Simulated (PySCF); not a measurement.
# Electron correlation in S (sulfur, neutral)

[Ne] 3s1 3p4 3d1, one real determinant (an excited configuration). All numbers are calculated (PySCF 2.14, scalar relativity by spin-free X2C-1e, in aug-cc-pCVTZ-DK (8s7p5d3f, 75 functions)). Frozen: [Ne]; 6 electrons correlated.

```
  level  correlation energy (mhartree)
   CCSD                        -141.05
    (T)                         -11.92
CCSD(T)                        -152.97
```

Diagnostics: T1 = 0.020, D1 = 0.0602, largest double amplitude 0.191.

The real determinant used has ⟨L²⟩ near 8 against 12 for a pure F term, so it mixes terms. The outer electron is Rydberg-like, and this basis confines it to a smaller radius and binds it less than a complete one would. A double-excitation amplitude exceeds 0.15, a sign of near-degeneracy.

Cost of the coupled-cluster step: roughly 25 core-seconds, for 6 correlated electrons.

The reference is one real determinant that mixes LS terms of this configuration.
